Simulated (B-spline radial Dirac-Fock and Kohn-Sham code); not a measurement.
Characteristic X-ray lines: Pm³⁹⁺

System: promethium as Pm³⁹⁺, configuration [Ar] 3d4.

Input file task.json (cfg lists n, l and occupation; rrms is the nuclear radius in fm):

```json
{"items": [{
  "Z": 61,
  "q": 39,
  "cfg": [[1, 0, 2], [2, 0, 2], [2, 1, 6], [3, 0, 2], [3, 1, 6], [3, 2, 4]],
  "A": 145,
  "rrms": 4.962,
  "do": ["binding"]
}]}
```

Run with: `python xray_run.py task.json out`

Model: relaxed Dirac-Fock hole states (ΔSCF) with Breit and QED corrections and a finite nucleus. Program: an atomic code on a B-spline grid. A line energy is the difference of two single-hole energies; the list is a selection of electric-dipole transitions between resolved j subshells. Electron correlation is not included.

```csv
line,energy (keV),wavelength (Å)
Kβ1,44.162,0.28075
Kβ3,44.031,0.28158
Kα1,38.780,0.31971
Kα2,38.219,0.32440
Lβ3,6.3459,1.9538
Lβ4,6.2151,1.9949
Lη,5.6446,2.1965
Lℓ,5.0837,2.4389
```

Values without a named source are computed, but for edge energies of neutral atoms, which are taken from tables.
